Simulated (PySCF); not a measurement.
The second ionisation energy along the second row

All values are computed (PySCF 2.14, energy differences of UHF-based or UKS calculations, no spin-orbit coupling). Values in eV. The last column holds reference values (NIST; (s) semi-empirical, (t) theoretical, else measured). Unmarked ones compare directly (S terms, centres of terms, or small fine structure); those marked * lie between the lowest fine-structure levels and include a spin-orbit shift.

```json
{"element": "Li (x2c-SVPall, spin-free X2C)", "configurations": "1s2 → 1s1", "UHF": "75.780", "MP2 (valence)": "75.833", "SCS-MP2 (valence)": "75.844", "CCSD (valence)": "75.837", "CCSD(T) (valence)": "75.837", "reference": "75.640 (t)"}
{"element": "B (x2c-SVPall, spin-free X2C)", "configurations": "[He] 2s2 → [He] 2s1", "UHF": "23.267", "MP2 (valence)": "24.161", "SCS-MP2 (valence)": "24.340", "CCSD (valence)": "24.880", "CCSD(T) (valence)": "24.880", "reference": "25.155"}
{"element": "C (x2c-SVPall, spin-free X2C)", "configurations": "[He] 2s2 2p1 → [He] 2s2", "UHF": "24.304", "MP2 (valence)": "24.351", "SCS-MP2 (valence)": "24.305", "CCSD (valence)": "24.129", "CCSD(T) (valence)": "24.149", "reference": "24.378"}
{"element": "N (x2c-SVPall, spin-free X2C)", "configurations": "[He] 2s2 2p2 → [He] 2s2 2p1", "UHF": "29.351", "MP2 (valence)": "29.556", "SCS-MP2 (valence)": "29.446", "CCSD (valence)": "29.349", "CCSD(T) (valence)": "29.354", "reference": "29.601 (s) *"}
{"element": "O (x2c-SVPall, spin-free X2C)", "configurations": "[He] 2s2 2p3 → [He] 2s2 2p2", "UHF": "34.716", "MP2 (valence)": "35.100", "SCS-MP2 (valence)": "34.902", "CCSD (valence)": "34.888", "CCSD(T) (valence)": "34.887", "reference": "35.121 *"}
{"element": "F (x2c-SVPall, spin-free X2C)", "configurations": "[He] 2s2 2p4 → [He] 2s2 2p3", "UHF": "33.515", "MP2 (valence)": "34.347", "SCS-MP2 (valence)": "34.342", "CCSD (valence)": "34.354", "CCSD(T) (valence)": "34.366", "reference": "34.950"}
{"element": "Ne (x2c-SVPall, spin-free X2C)", "configurations": "[He] 2s2 2p5 → [He] 2s2 2p4", "UHF": "39.526", "MP2 (valence)": "40.640", "SCS-MP2 (valence)": "40.586", "CCSD (valence)": "40.582", "CCSD(T) (valence)": "40.593", "reference": "40.963 *"}
```

```tsv
method	elements	mean error (eV)	mean absolute error (eV)	largest error (eV)
UHF	3	-1.132	1.132	-1.888
MP2 (valence)	3	-0.541	0.541	-0.994
SCS-MP2 (valence)	3	-0.499	0.499	-0.815
CCSD (valence)	3	-0.373	0.373	-0.596
CCSD(T) (valence)	3	-0.362	0.362	-0.584
```

Errors include the incompleteness of the basis and the frozen core.

"Valence" correlates the outer s and p shells and, in groups 3 to 12 and the f block, the outer d or f shell, open or full, or the next shell where the ion has no valence electron left; the wider scheme adds the next inner shell.
